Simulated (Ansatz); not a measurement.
Reaction (redistribution): `[AlH2][SiH]([SiH3])[SiH3]` + `[SiH3][O][GaH][SH]` → `[AlH2][SiH]([SiH3])O[SiH3]` + `[SiH3][GaH][SH]`

Isolated molecules relaxed with PBE0-D4/def2-TZVP in Ansatz; ΔE leaves out vibrations. CCSD(T)/CBS adds triple-zeta CCSD(T) − MP2 to the extrapolated MP2 energy (def2 sets, frozen cores). DFT in def2-TZVPP. For Ga outer-core shells are correlated without core-valence functions, which leaves a few kJ/mol of doubt a bond. Scalar relativity is left out up to krypton. One conformer a species, not always the lowest.

```
             level  ΔE (kJ/mol)  difference from CCSD(T)/CBS
            PBE-D4         -2.7                          3.2
         r2SCAN-D4         -2.3                          3.6
           PBE0-D4         -3.7                          2.2
           ωB97X-V         -5.9                          0.0
           ωB97M-V         -9.8                         -3.9
               PBE         -4.4                          1.5
            r2SCAN         -2.5                          3.4
              PBE0         -5.1                          0.8
     HF/def2-TZVPP        -18.2                        -12.3
SCS-MP2/def2-TZVPP         -1.7                          4.2
   CCSD/def2-TZVPP         -5.1                          0.8
CCSD(T)/def2-TZVPP         -1.1                          4.8
    MP2/def2-QZVPP          0.1                          6.0
      HF/CBS(def2)        -18.9                        -13.0
     MP2/CBS(def2)         -1.7                          4.2
    CCSD/CBS(def2)         -9.9                         -4.0
       CCSD(T)/CBS         -5.9                            0
```

Largest T1 diagnostic among the species: 0.014.

In def2-TZVPP, CCSD(T) changes the Hartree–Fock value by +17.1 kJ/mol (the triples alone add +4.0 kJ/mol) and MP2 by +21.3 kJ/mol.
